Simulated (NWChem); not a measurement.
Species: ZnHSeF; SMILES [F][Zn][SeH]

```xyz
4

Zn    -0.0109     0.8633     0.0000
F     -0.0110     2.6084     0.0000
Se    -0.0299    -1.4098     0.0000
H      1.4427    -1.4411     0.0000
```
Atoms are numbered in this order, from 1.

Program: NWChem. Structure relaxed at the PBE0/def2-SVP level. Ions are spin-unrestricted doublets at the neutral geometry; other ion states weren't tried.

For level PBE0/def2-SVP:

| Property | Value |
|---|---|
| vertical ionisation energy, ΔSCF (eV) | 9.68 |
| −ε(HOMO) (eV) | 7.18 |

Q: Estimate the same quantities for level PBE/def2-SVP.

A: 
| Item | Value |
|---|---|
| vertical ionisation energy, ΔSCF (eV) | 9.46 |
| −ε(HOMO) (eV) | 5.95 |
